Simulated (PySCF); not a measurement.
This PySCF input asks for the NMR shieldings of `O1CC=C(C)B1Cl`, C4H6BClO; the geometry comes from GFN2-xTB.

```python
import basis_set_exchange as bse
import numpy as np
from pyscf import gto, dft
from pyscf.prop import nmr

atoms = """
C     1.945379    0.057839    0.118265
C     0.458553    0.081294    0.019919
C    -0.355196   -0.981266    0.072101
C    -1.788751   -0.577586   -0.060495
O    -1.790642    0.829141   -0.198546
B    -0.518601    1.296417   -0.161599
Cl   -0.190260    2.971113   -0.303424
H     2.380878    0.515478   -0.768554
H     2.317963   -0.959222    0.217418
H     2.267697    0.643825    0.977854
H    -0.083094   -2.015743    0.190982
H    -2.381587   -0.844073    0.821505
H    -2.266727   -1.016732   -0.943154
"""
names = dict.fromkeys(["C", "O", "B", "Cl", "H"], "pcSseg-1")
basis = {el: gto.basis.parse(bse.get_basis(n, elements=[el], fmt="nwchem")) for el, n in names.items()}
mol = gto.M(atom=atoms, basis=basis, charge=0, verbose=0)
mf = dft.RKS(mol, xc="PBE0")
mf.grids.level = 2
mf.grids.alignment = dft.numint.BLKSIZE   # the property module wants whole blocks of grid points
mf.conv_tol = 1e-9
mf.kernel()

calc = nmr.RKS(mf)   # GIAO
C = mf.mo_coeff
Co = C[:, mf.mo_occ > 0]
resp = mf.gen_response(singlet=True, hermi=2)
def vind(x):   # induced exchange potential for any number of trial vectors
    d = np.einsum("pi,xij,qj->xpq", C, 2 * x.reshape(-1, C.shape[1], Co.shape[1]), Co, optimize=True)
    return np.einsum("xpq,pi,qj->xij", resp(d - d.transpose(0, 2, 1)), C, Co, optimize=True).ravel()
mo1, _ = nmr.rhf.solve_mo1(calc, with_cphf=vind)
sigma = calc.kernel(mo1)
for i, s in enumerate(sigma):   # ppm
    print("%2d %-2s %9.2f" % (i, mol.atom_pure_symbol(i), np.trace(s) / 3))
```

Q: What does it print?

A: 
```
 0 C     168.95
 1 C      37.71
 2 C      26.96
 3 C     107.38
 4 O     130.36
 5 B      59.73
 6 Cl    869.08
 7 H      29.59
 8 H      29.59
 9 H      29.60
10 H      24.42
11 H      26.82
12 H      26.81
```

These numbers come from an equivalent density-fitted implementation of the same equations, which agrees with the script to about 0.01 ppm for H and up to a few tenths of a ppm for heavy atoms, so last digits may differ.

Size and cost of the density-fitted run: 156 basis functions, 33 s wall time on 1 thread of an Arm Neoverse N1, shared host; peak memory 0.72 GiB.
